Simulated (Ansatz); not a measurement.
```json
{"atom": "F", "x (Å)": "0.7100", "y (Å)": "0.0000", "z (Å)": "4.3000"}
{"atom": "F", "x (Å)": "-0.7100", "y (Å)": "0.0000", "z (Å)": "4.3000"}
{"atom": "Li", "x (Å)": "1.3400", "y (Å)": "0.0000", "z (Å)": "0.0000"}
{"atom": "Li", "x (Å)": "-1.3400", "y (Å)": "0.0000", "z (Å)": "0.0000"}
```

RHF on singlet Li₂F₂ was run in several spherical basis sets with Ansatz (development build ahead of 0.2.0). Caution for RHF: stretched shape with no unrestricted run beside it, a lower state can exist.

Task: Rank the basis sets by the total energy that they give, lowest first, with the distance from the lowest.
A. cc-pVDZ
B. def2-SVP
C. 6-31G

Result: A (0.00 eV), C (1.16 eV), B (5.28 eV).

Totals follow the description of the cores as much as that of the bonds, so this order isn't one of quality for chemistry.
